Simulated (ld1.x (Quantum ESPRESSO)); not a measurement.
**Building the TM potential for magnesium (BLYP, scalar-relativistic).**

```json
{
  "Element": "Mg (Z = 12)",
  "Generator": "ld1.x (Quantum ESPRESSO) 7.5",
  "Type": "norm-conserving Troullier–Martins (Kleinman–Bylander form)",
  "Functional": "BLYP",
  "Relativity": "scalar-relativistic",
  "Frozen core": "[Ne]",
  "Valence charge": "2",
  "Reference configuration": "3s1.75 3p0.25",
  "Partial waves": "3s (bound): rc 2.20 bohr; 3p (bound): rc 3.35 bohr; 3d channel at -0.15 Ry: rc 3.55 bohr",
  "Local potential": "the d channel",
  "Core correction": "a·sin(br)/r model core inside 2.15 bohr"
}
```

All-electron outer shells of the reference configuration (BLYP, scalar-relativistic, ld1.x):

```json
{"shell": "2s", "level (eV)": "-80.13", "outermost node (bohr)": "0.18", "outermost maximum (bohr)": "0.54"}
{"shell": "2p", "level (eV)": "-47.09", "outermost node (bohr)": "–", "outermost maximum (bohr)": "0.48"}
{"shell": "3s", "level (eV)": "-4.86", "outermost node (bohr)": "0.90", "outermost maximum (bohr)": "2.50"}
{"shell": "3p", "level (eV)": "-1.40", "outermost node (bohr)": "0.95", "outermost maximum (bohr)": "3.46"}
```

Q: Does the generator finish with these settings?

A: Yes, a potential is produced and its reference levels are reproduced.

Q: Estimate the cutoffs (Ry, on a coarse ladder) from which the occupation-weighted sum of valence levels, in a spherical-Bessel basis at the reference potential, stays within 10 and 1 mRy of its value at 400 Ry.

A: 8 Ry and 18 Ry.

Q: What does a ghost test show?

A: No extra level below or beside the all-electron valence levels (s, p, d, f tested).

Q: Which valence shell sets the plane-wave cutoff?

A: 3s: its level needs 10 Ry to come within 1 mRy, against 6 Ry for 3p.

Q: Tests: 3s2 3p0; 3s1 3p0; 3s1.5 3p0; 3s1 3p1; 3s0 3p2; 3s0 3p1. Which has the largest error in its energy relative to the reference configuration, and how large is it?

A: 3s0 3p1, with +96 meV (all-electron minus pseudo) on +11.49 eV.
